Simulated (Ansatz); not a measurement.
`CC[Si]SC` + H–F → `CC[Si]F` + CH₃SH at 500 K and 1 bar (ligand exchange at the Si–S bond).

Gas-phase electronic energies from Ansatz, PBE0-D4/def2-TZVP geometries. CBS: MP2 limit from def2 TZ/QZ plus the TZ coupled-cluster correction, frozen cores. This one scheme is used for every species. Each species was taken in one conformer, which may not be the lowest.

```tsv
species	CCSD(T)/CBS energy (Eh)	H − E (kJ/mol)	S (J/(mol·K))
`CC[Si]SC`	-805.81545	326.6	439.2
H–F	-100.39570	39.4	188.7
`CC[Si]F`	-468.00242	212.7	373.8
CH₃SH	-438.22835	145.1	283.7
```

H − E and S are ideal-gas, rigid-rotor, harmonic terms from PBE0-D4/def2-TZVP, for one conformer and one mirror image of each species. 1 Eh = 2625.50 kJ/mol, R = 8.31446 J/(mol·K).

Q: By hand: ΔE, ΔH, ΔS and ΔG.

A: ΔE = (-468.00242) + (-438.22835) − (-805.81545) − (-100.39570) = -0.01962 Eh = -51.5 kJ/mol. Δ(H − E) = 212.7 + 145.1 − 326.6 − 39.4 = -8.2, so ΔH = -59.7 kJ/mol. ΔS = 373.8 + 283.7 − 439.2 − 188.7 = 29.6 J/(mol·K). ΔG = -59.7 − 500 × (29.6)/1000 = -74.5 kJ/mol.

Q: By hand: the equilibrium constant, and the temperature at which ΔG would vanish if ΔH and ΔS stayed fixed.

A: log₁₀ K = −ΔG/(RT ln 10) = 7.8. ΔH and −TΔS have one sign here, so there is no such temperature.

ΔH outweighs TΔS. A doubt of 5 kJ/mol in ΔE shifts log₁₀ K by 0.5 here. Other conformers and mirror images would add mixing entropy, several J/(mol·K) or more a flexible species. Modes under 60 cm⁻¹, often nearly free rotors, make the harmonic entropy too high. These are equilibria of isolated gas molecules and say nothing of rates. Largest T1 diagnostic: 0.014 (customary marks: 0.02 for closed shells, 0.045 for open ones).
